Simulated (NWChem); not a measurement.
**Ionisation of 1,1,1-trifluoroethane (C$_{2}$H$_{3}$F$_{3}$)**

SMILES: CC(F)(F)F
```xyz
8

C     -1.4629    -0.1194     0.0000
C      0.0309     0.0025     0.0000
F      0.4707     0.6625     1.0773
F      0.4707     0.6625    -1.0773
F      0.6225    -1.1972     0.0000
H     -1.7858    -0.6647     0.8958
H     -1.7858    -0.6647    -0.8958
H     -1.9121     0.8817     0.0000
```
Charge 0, spin multiplicity 1.

Program: NWChem. All single points use one geometry, from PBE0/def2-SVP, a minimum by its harmonic frequencies.

Basis set: def2-TZVP. −ε marks an orbital energy of the parent.

The correlated methods keep 5 core orbitals frozen. B3LYP has NWChem's definition, with VWN1-RPA local correlation.

**Question.** Order these methods by the first vertical ionisation energy they give, lowest first: −ε(HOMO) of B3LYP, −ε(HOMO) of LDA (SVWN5), −ε(HOMO) of BP86, −ε(HOMO) of PBE, −ε(HOMO) of HF.

**Answer.** −ε(HOMO) of PBE (9.08 eV), −ε(HOMO) of BP86 (9.19 eV), −ε(HOMO) of LDA (SVWN5) (9.29 eV), −ε(HOMO) of B3LYP (10.66 eV), −ε(HOMO) of HF (15.36 eV)
